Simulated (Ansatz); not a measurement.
Program: Ansatz. Geometries: PBE0-D4/def2-TZVP. ΔE: electronic, gas phase. CCSD(T)/CBS adds triple-zeta CCSD(T) − MP2 to the extrapolated MP2 energy (def2 sets, frozen cores). This one scheme is used for every species. Functionals use def2-TZVPP.

Consider the hydrogenolysis of the Al–F bond: `[F][Al]1[O]C[SiH2]1` + H₂ → `C1[O][AlH][SiH2]1` + H–F.

```csv
level,ΔE (kcal/mol),difference from CCSD(T)/CBS
LDA (SPW92),38.4,-1.6
r2SCAN-D4,41.9,1.9
B97M-V,39.0,-1.0
r2SCAN0-D4,40.7,0.7
B2PLYP,41.1,1.1
PBE-QIDH,39.3,-0.7
revPBE,38.7,-1.3
r2SCANh,41.4,1.4
CAM-B3LYP,40.7,0.7
CCSD/def2-TZVPP,39.3,-0.7
CCSD(T)/CBS,40.0,0
```

Q: What do rigid-rotor, harmonic-oscillator terms from PBE0-D4/def2-TZVP frequencies (298.15 K, 1 bar) make of the CCSD(T)/CBS value? (Best estimate.)

A: Ansatz gave: ΔZPE = +2.1 kcal/mol, ΔH = +41.5 kcal/mol, ΔS = 20 J/(mol·K), ΔG = +40.1 kcal/mol.

Largest T1 diagnostic among the species: 0.016.

Leaving LDA and LC-ωPBE aside and taking each functional with its dispersion term where it has one, the values, not all of them listed here, spread over 3.8 kcal/mol, from HSE06-D4 to r2SCAN-D4. From PBE to PBE0 (25 % exact exchange), in def2-TZVPP and without D4, ΔE moves by −0.8 kcal/mol. In def2-TZVPP, CCSD(T) changes the Hartree–Fock value by +1.4 kcal/mol (the triples alone add +0.4 kcal/mol) and MP2 by +3.1 kcal/mol.

CCSD(T)/CBS has its own doubt, a few kJ/mol and more with outer-core shells, so smaller differences from it don't rank the levels.
